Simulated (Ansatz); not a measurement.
Mulliken charges of CH₄ClFGeO, SMILES `C[O][GeH]([F])[Cl]` from r2SCAN/def2-TZVPP in Ansatz (PBE0-D4/def2-TZVP geometry).

```json
{"atom": "C1", "x (Å)": "0.196", "y (Å)": "1.087", "z (Å)": "0.909", "charge (e)": "0.003"}
{"atom": "O2", "x (Å)": "-0.331", "y (Å)": "-0.219", "z (Å)": "0.770", "charge (e)": "-0.390"}
{"atom": "Ge3", "x (Å)": "-0.134", "y (Å)": "-1.126", "z (Å)": "-0.708", "charge (e)": "0.821"}
{"atom": "F4", "x (Å)": "-1.270", "y (Å)": "-2.404", "z (Å)": "-0.565", "charge (e)": "-0.347"}
{"atom": "Cl5", "x (Å)": "-0.705", "y (Å)": "0.071", "z (Å)": "-2.378", "charge (e)": "-0.290"}
{"atom": "H6", "x (Å)": "1.291", "y (Å)": "1.093", "z (Å)": "0.862", "charge (e)": "0.059"}
{"atom": "H7", "x (Å)": "-0.194", "y (Å)": "1.765", "z (Å)": "0.143", "charge (e)": "0.072"}
{"atom": "H8", "x (Å)": "-0.109", "y (Å)": "1.454", "z (Å)": "1.889", "charge (e)": "0.069"}
{"atom": "H9", "x (Å)": "1.257", "y (Å)": "-1.720", "z (Å)": "-0.923", "charge (e)": "0.003"}
```

Problem. By hand: the dipole of these point charges (1 e Å = 4.8032 D).

Solution. Σ q r = (0.723, 0.265, 0.196) e Å, of length 0.795 e Å = 3.82 D.

Problem. How does the dipole of the full density compare? (An estimate is asked.)

Solution. Computed: (0.481, 0.286, 0.101) e Å, 2.73 D; the point charges give 1.40 times that, at 11° from its direction.

Point charges leave out the atoms' own dipoles, such as those of lone pairs, and Mulliken's split depends on the basis, so the two needn't agree.
